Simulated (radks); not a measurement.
Zr III, 38 electrons, occupied as [Kr] 4d2 (the NIST ground configuration).

All-electron calculation, scalar-relativistic Kohn-Sham, PBEsol, spin-polarised, spherical densities, finite nucleus; open shells are filled with parallel spins first (spin-orbit coupling, left out, can overturn this in heavy ions); Fermi nuclear charge, rms radius 4.2694 fm. Program: a radial shooting solver on a logarithmic mesh with Libxc functionals.

Energy parts (hartree):
part                       energy
total                 -3595.73207
kinetic                3696.83365
electron-nucleus      -8640.14926
Hartree                1459.11169
exchange-correlation   -111.52815

Orbitals (lengths in bohr, moments of r in powers of bohr):
orbital	occ.	eigenvalue (hartree)	<1/r>	<r>	<r^2>
1s down	1	-655.1487	41.23	0.03708	0.001854
1s up	1	-655.1483	41.23	0.03708	0.001854
2s up	1	-91.24268	9.245	0.1627	0.03120
2s down	1	-91.23654	9.245	0.1627	0.03120
2p up	3	-81.44276	9.010	0.1418	0.02457
2p down	3	-81.43825	9.010	0.1418	0.02456
3s up	1	-15.38839	3.138	0.4588	0.2414
3s down	1	-15.38483	3.138	0.4588	0.2414
3p up	3	-12.19664	2.980	0.4624	0.2492
3p down	3	-12.19271	2.980	0.4624	0.2492
3d up	5	-6.95388	2.739	0.4527	0.2480
3d down	5	-6.94793	2.740	0.4526	0.2478
4s up	1	-2.54941	1.114	1.215	1.674
4s down	1	-2.50948	1.121	1.209	1.656
4p up	3	-1.74236	0.9760	1.368	2.143
4p down	3	-1.69528	0.9844	1.358	2.114
4d up	2	-0.65863	0.6593	1.994	4.717
4d down	0	-0.60010	0.6623	1.995	4.744

The highest occupied level is 4d up at -17.922 eV. Summed over all electrons, <r^2> = 30.21 bohr^2, which gives a Langevin (diamagnetic) susceptibility term of -23.9 x 10^-6 cm^3/mol. The spin density at the nucleus is -1.633 e/bohr^3 (1s -0.003, 2s -0.278, 3s 0.151, 4s -1.503). For comparison, the ionisation energy in NIST's Atomic Spectra Database is 23.170 eV (semi-empirical). In exact Kohn-Sham theory the highest level is minus the ionisation energy, but local and semilocal functionals leave it too shallow, through self-interaction and a potential that decays too fast; potentials with the right tail come closer. Spin moment in Bohr magnetons: 2. The density falls to 0.001 e/bohr^3 at r = 3.62 bohr. The electron density at the nucleus is 7.596e+04 e/bohr^3 (large components only).
